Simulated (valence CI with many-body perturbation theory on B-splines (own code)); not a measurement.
# Ar V: one-electron terms

Computed by valence CI with perturbative core correlation (CI+MBPT): four valence electrons over a frozen Dirac-Fock core [Ne], radial functions for each j: 11 s, 11 p, 9 d, 7 f, 5 g, 2 h, 1 i, with the one-electron correlation potential Σ1 (screened to all orders), the two-electron term Σ2, the three-electron term Σ3, Breit, model QED; selected single and double excitations, second order for the rest, scaled by the run's own slope (own B-spline code, finite nucleus).

Set against measurement, 28 paired levels are off by 66 cm⁻¹ on average, the worst by 230. These come from a selection out of Saloman, J. Phys. Chem. Ref. Data 39, 033101 (2010). Levels without a partner in it may be off by more. Among the levels kept, up to 330 cm⁻¹ of a level comes from second order outside the variational space, and about a tenth of that is noise between levels of different J, which matters for small intervals. 3 measured levels below the end of the list, from 252141 cm⁻¹ on, found no clear computed partner, and computed levels of the same name lie up to 13011 cm⁻¹ from them.

These are the spectroscopic orbitals of the CI (the correlating ones are not listed), shaped by the core and the other valence electrons. h is the expectation value of the core's Dirac-Fock operator, without the valence repulsion; Σ1 is computed up to l = 3 at one energy for each symmetry, that of its lowest orbital but kept below the first core excitation, so for empty shells it is not the orbital's own correlation shift; Breit and QED include the response of the core.

```csv
Orbital,h (hartree),Σ1 (cm⁻¹),Breit (cm⁻¹),QED (cm⁻¹),⟨r⟩ (bohr)
3s1/2,-5.2125,-3849,141,91.6,1.263
4s1/2,-2.5406,-891,39.2,25.5,2.776
5s1/2,-1.4886,-338,15.6,10.2,4.934
6s1/2,-0.97929,-168,7.9,5.2,7.672
3p1/2,-4.5586,-3601,193,-10.1,1.345
4p1/2,-2.2712,-836,52.5,-2.7,3.054
5p1/2,-1.3648,-350,23.0,-1.2,5.345
6p1/2,-0.91177,-182,12.2,-0.6,8.227
3p3/2,-4.5456,-3560,112,-4.9,1.350
4p3/2,-2.2665,-829,30.2,-1.3,3.061
5p3/2,-1.3626,-347,13.2,-0.6,5.354
6p3/2,-0.91058,-180,7.0,-0.3,8.239
3d3/2,-3.6132,-2955,25.1,-2.7,1.512
4d3/2,-1.9111,-808,8.9,-0.9,3.525
5d3/2,-1.1958,-370,4.4,-0.4,6.059
3d5/2,-3.6123,-2943,3.0,-2.1,1.513
4d5/2,-1.9108,-804,1.1,-0.7,3.526
5d5/2,-1.1956,-369,0.6,-0.4,6.060
4f5/2,-1.7633,-133,0.0,0.0,3.461
5f5/2,-1.1269,-78.9,0.0,0.0,6.112
4f7/2,-1.7632,-133,-0.1,0.0,3.461
5f7/2,-1.1269,-78.8,0.0,0.0,6.112
5g7/2,-1.102,,0.0,0.0,5.486
5g9/2,-1.102,,0.0,0.0,5.486
```

Among the shells of the start configuration 3s2 3p2, Σ1 is largest in size for 3s1/2, where it is 0.34 % of h.

Lowest root of each symmetry, sizes in configuration state functions:

| J | Parity | Roots | Reference | Variational | Second order | Change by selected CI (cm⁻¹) | Change by second order (cm⁻¹) |
| --- | --- | --- | --- | --- | --- | --- | --- |
| 0 | even | 8 | 35 | 27291 | 267109 | -7630 | -8 |
| 1 | even | 12 | 73 | 39957 | 818405 | -7594 | -35 |
| 2 | even | 15 | 86 | 39881 | 1157194 | -7575 | -56 |
| 3 | even | 10 | 60 | 40008 | 1333989 | -7404 | -65 |
| 4 | even | 7 | 32 | 39977 | 1159054 | -7436 | -40 |
| 5 | even | 3 | 9 | 43251 | 1254242 | -7450 | -35 |
| 0 | odd | 4 | 36 | 27578 | 286210 | -7400 | -15 |
| 1 | odd | 10 | 95 | 39977 | 892076 | -6320 | -34 |
| 2 | odd | 10 | 112 | 39989 | 1271019 | -3284 | -24 |
| 3 | odd | 5 | 92 | 39993 | 1403345 | -6289 | -73 |
| 4 | odd | 2 | 57 | 43480 | 1083662 | -9428 | -97 |
